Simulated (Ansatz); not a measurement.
`OC[SiH2]Br` + `N[SiH3]` → `[SiH3]N[SiH2]Br` + CH₃OH at 298.15 K and 1 bar (ligand exchange at the Si–C bond).

Computed with Ansatz on PBE0-D4/def2-TZVP structures; ΔE is electronic, products minus reactants. CCSD(T)/CBS adds triple-zeta CCSD(T) − MP2 to the extrapolated MP2 energy (def2 sets, frozen cores). This one scheme is used for every species. For Br outer-core shells are correlated without core-valence functions, which leaves a few kJ/mol of doubt a bond. Scalar relativity is left out up to krypton. Each species was taken in one conformer, which may not be the lowest.

```csv
species,CCSD(T)/CBS energy (Eh),H − E (kJ/mol),S (J/(mol·K))
`OC[SiH2]Br`,-2978.66534,177.0,334.7
`N[SiH3]`,-346.80422,145.7,264.3
`[SiH3]N[SiH2]Br`,-3209.88376,179.3,366.2
CH₃OH,-115.61712,146.3,238.2
```

H − E and S are ideal-gas, rigid-rotor, harmonic terms from PBE0-D4/def2-TZVP, for one conformer and one mirror image of each species. 1 Eh = 2625.50 kJ/mol, R = 8.31446 J/(mol·K).

Question: By hand: ΔE, ΔH, ΔS and ΔG.

Answer: ΔE = (-3209.88376) + (-115.61712) − (-2978.66534) − (-346.80422) = -0.03132 Eh = -82.2 kJ/mol. Δ(H − E) = 179.3 + 146.3 − 177.0 − 145.7 = 2.9, so ΔH = -79.3 kJ/mol. ΔS = 366.2 + 238.2 − 334.7 − 264.3 = 5.4 J/(mol·K). ΔG = -79.3 − 298.15 × (5.4)/1000 = -80.9 kJ/mol.

Question: By hand: the equilibrium constant, and the temperature at which ΔG would vanish if ΔH and ΔS stayed fixed.

Answer: log₁₀ K = −ΔG/(RT ln 10) = 14.2. ΔH and −TΔS have one sign here, so there is no such temperature. One of them is within its doubt of zero, so this could turn.

The number of gas molecules stays the same, so ΔS is small and ΔH decides. A doubt of 5 kJ/mol in ΔE shifts log₁₀ K by 0.9 here. Other conformers and mirror images would add mixing entropy, several J/(mol·K) or more a flexible species. Modes under 60 cm⁻¹, often nearly free rotors, make the harmonic entropy too high. These are equilibria of isolated gas molecules and say nothing of rates. Largest T1 diagnostic: 0.009 (customary marks: 0.02 for closed shells, 0.045 for open ones).
